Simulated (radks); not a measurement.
The numbers below are computed, except where a source is named.
The tin anion Sn4-, [Xe], held by a Watson sphere: a shell of charge +4.72 at radius R that stands for the Madelung well of a crystal (potential energy -4.72/R inside, -4.72/r outside, in hartree with lengths in bohr). Code: a radial shooting solver on a logarithmic mesh with Libxc functionals. Model: scalar-relativistic Kohn-Sham, LB94 model potential, spin-polarised, spherical densities, point nucleus. Response by self-consistent Sternheimer equations with the Hartree and adiabatic LDA kernel, the relativistic mass of each level held fixed and spin-orbit coupling left out. The sphere does not respond.

R (bohr)  e(4d) (eV)  e(5s) (eV)  e(5p) (eV)  <r> 5p (bohr)  sum of <r^2> (bohr^2)  X-ray form factor at sin(theta)/lambda = 0.3 1/angstrom  alpha (bohr^3)
3.24         -35.116     -20.367     -13.834          3.136                  104.3                                                   34.682           71.27
3.93         -33.157     -17.748     -11.670          3.500                  122.3                                                   34.775           118.4
3.96         -33.088     -17.654     -11.586          3.516                  123.1                                                   34.777           121.0
5.17         -30.943     -14.822      -8.839          4.138                  158.7                                                   34.787           274.6
5.59         -30.406     -14.172      -8.125          4.347                  172.4                                                   34.786           355.9
5.67         -30.313     -14.062      -8.001          4.387                  175.1                                                   34.786           373.4
5.89         -30.069     -13.778      -7.674          4.495                  182.7                                                   34.787           425.0
